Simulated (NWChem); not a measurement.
Species: SiN3H7O; SMILES N[Si](N)(N)O

```xyz
12

N      1.4121    -0.9676     0.3400
Si     0.0262    -0.0234    -0.0277
N     -0.1250     1.3773     0.9907
N     -1.3075    -1.1099     0.1464
O      0.1488     0.5827    -1.5803
H      2.3461    -0.7040     0.0596
H      1.4031    -1.6557     1.0796
H      0.1006     1.2740     1.9734
H     -0.9163     2.0020     0.8777
H     -1.3450    -1.9078    -0.4795
H     -2.2339    -0.7139     0.2575
H      0.5715     1.4529    -1.6075
```
Atoms are numbered in this order, from 1.

Level: B3LYP/6-31G* (spherical d) (NWChem), optimised geometry, unscaled harmonic frequencies. 

```json
[
 {"frequency (cm⁻¹)": "86", "IR intensity (km/mol)": "47.1"},
 {"frequency (cm⁻¹)": "140", "IR intensity (km/mol)": "27.5"},
 {"frequency (cm⁻¹)": "197", "IR intensity (km/mol)": "44.2"},
 {"frequency (cm⁻¹)": "221", "IR intensity (km/mol)": "5.1"},
 {"frequency (cm⁻¹)": "255", "IR intensity (km/mol)": "176.1"},
 {"frequency (cm⁻¹)": "307", "IR intensity (km/mol)": "8.0"},
 {"frequency (cm⁻¹)": "329", "IR intensity (km/mol)": "43.3"},
 {"frequency (cm⁻¹)": "334", "IR intensity (km/mol)": "14.1"},
 {"frequency (cm⁻¹)": "356", "IR intensity (km/mol)": "58.0"},
 {"frequency (cm⁻¹)": "416", "IR intensity (km/mol)": "56.7"},
 {"frequency (cm⁻¹)": "477", "IR intensity (km/mol)": "199.4"},
 {"frequency (cm⁻¹)": "521", "IR intensity (km/mol)": "224.7"},
 {"frequency (cm⁻¹)": "725", "IR intensity (km/mol)": "1.5"},
 {"frequency (cm⁻¹)": "793", "IR intensity (km/mol)": "4.9"},
 {"frequency (cm⁻¹)": "806", "IR intensity (km/mol)": "7.1"},
 {"frequency (cm⁻¹)": "848", "IR intensity (km/mol)": "21.3"},
 {"frequency (cm⁻¹)": "855", "IR intensity (km/mol)": "135.5"},
 {"frequency (cm⁻¹)": "922", "IR intensity (km/mol)": "309.5"},
 {"frequency (cm⁻¹)": "945", "IR intensity (km/mol)": "204.2"},
 {"frequency (cm⁻¹)": "984", "IR intensity (km/mol)": "176.3"},
 {"frequency (cm⁻¹)": "1612", "IR intensity (km/mol)": "81.5"},
 {"frequency (cm⁻¹)": "1625", "IR intensity (km/mol)": "44.1"},
 {"frequency (cm⁻¹)": "1627", "IR intensity (km/mol)": "55.5"},
 {"frequency (cm⁻¹)": "3543", "IR intensity (km/mol)": "9.8"},
 {"frequency (cm⁻¹)": "3544", "IR intensity (km/mol)": "4.2"},
 {"frequency (cm⁻¹)": "3595", "IR intensity (km/mol)": "19.1"},
 {"frequency (cm⁻¹)": "3635", "IR intensity (km/mol)": "7.7"},
 {"frequency (cm⁻¹)": "3637", "IR intensity (km/mol)": "8.2"},
 {"frequency (cm⁻¹)": "3693", "IR intensity (km/mol)": "18.6"},
 {"frequency (cm⁻¹)": "3791", "IR intensity (km/mol)": "37.9"}
]
```

```
Property                                                                           Result
-----------------------------------------------------------------------  ----------------
zero-point energy                                                           58.3 kcal/mol
thermal correction to the enthalpy at 298.15 K (with zero-point energy)     64.3 kcal/mol
heat capacity Cv                                                         30.3 cal/(mol K)
entropy at 298.15 K and 1 atm (symmetry number 1)                        86.8 cal/(mol K)
dipole moment                                                                      1.66 D
```

Rigid rotor and harmonic oscillator; modes under 100 cm⁻¹ make the entropy uncertain.
